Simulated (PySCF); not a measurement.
Computed IR spectrum (relative IR intensity) of a molecule CH5FO3Si. Coordinates come from a PBE-D3(BJ)/def2-SVP optimisation. One conformer was computed; it need not be the lowest. Computed with PBE-D3(BJ)/def2-SVP (PySCF). Frequencies are harmonic and unscaled.

Lines under 2 % of the strongest are left out, and lines within 2 cm⁻¹ are merged.

```
ν (cm⁻¹)  relative intensity
--------  ------------------
43                       2.6
83                        11
94                        12
146                      5.7
198                       66
273                       11
294                       12
335                       29
354                       18
398                       14
694                      7.2
773                       76
796                       81
892                      100
936                       86
982                       74
1123                      95
1175                      78
1427                     3.6
2936                      31
3015                      15
3052                      13
3776                      48
3781                      42
```

Which structure fits?
A) OC[Si](O)(O)F
B) O[Si](O)(O)CF
C) CO[Si](O)(O)F

C, CO[Si](O)(O)F
